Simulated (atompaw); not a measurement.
**Which change was made? (Li, PAW (atompaw))**

- Element: Li
- Generator: atompaw 4.2.0.5
- Type: PAW
- Functional: PBEsol
- Relativity: scalar-relativistic
- Frozen core: none
- Valence charge: 3
- Reference configuration: 1s2 2s0 2p0 (charge +1)
- Partial waves: 1s (bound): rc 0.55 bohr; 2s (bound, empty): rc 3.00 bohr; 2p (bound, empty): rc 3.00 bohr; 2p channel at 2.05 Ry: rc 3.00 bohr; 3d channel at 0.3 Ry: rc 3.00 bohr; 3d channel at 1.55 Ry: rc 3.00 bohr
- Local potential: bessel scheme, radius 1.95 bohr
- Core correction: none
- Augmentation charge: sinc compensation charge, radius 2.45 bohr; PAW radius 3.00 bohr; waves and projectors: custom rrkj vanderbiltortho

Cutoffs, loose and tight: the cutoffs (Ry, on a coarse ladder) from which the occupation-weighted sum of valence levels, in a spherical-Bessel basis at the reference potential, stays within 10 and 1 mRy of its value at 400 Ry. They see the waves, projectors and local potential, not the compensation charge or the core.

The base gives: outcome: generated; cutoff, loose: 140 Ry; cutoff, tight: 180 Ry; bound ghosts: none.

Question: After one change the result is: outcome: generated; cutoff, loose: 110 Ry; cutoff, tight: 140 Ry; bound ghosts: none. Which change was it?
A. all radii scaled by about 1.29 (s 0.70, p 3.86, d 3.86 bohr); local potential bessel scheme, radius 2.52 bohr; augmentation sinc compensation charge, radius 3.16 bohr; PAW radius 3.86 bohr; waves and projectors: custom rrkj vanderbiltortho
B. all radii scaled by about 1.18 (s 0.64, p 3.54, d 3.54 bohr); local potential bessel scheme, radius 2.30 bohr; augmentation sinc compensation charge, radius 2.90 bohr; PAW radius 3.54 bohr; waves and projectors: custom rrkj vanderbiltortho
C. all radii scaled by about 0.81 (s 0.44, p 2.44, d 2.44 bohr); local potential bessel scheme, radius 1.58 bohr; augmentation sinc compensation charge, radius 1.98 bohr; PAW radius 2.44 bohr; waves and projectors: custom rrkj vanderbiltortho

Answer: B. The others give: all radii scaled by about 1.29 (s 0.70, p 3.86, d 3.86 bohr); local potential bessel scheme, radius 2.52 bohr; augmentation sinc compensation charge, radius 3.16 bohr; PAW radius 3.86 bohr; waves and projectors: custom rrkj vanderbiltortho → outcome: generated; cutoff, loose: 90 Ry; cutoff, tight: 120 Ry; bound ghosts: none | all radii scaled by about 0.81 (s 0.44, p 2.44, d 2.44 bohr); local potential bessel scheme, radius 1.58 bohr; augmentation sinc compensation charge, radius 1.98 bohr; PAW radius 2.44 bohr; waves and projectors: custom rrkj vanderbiltortho → outcome: generated; cutoff, loose: 200 Ry; cutoff, tight: 260 Ry; bound ghosts: none.
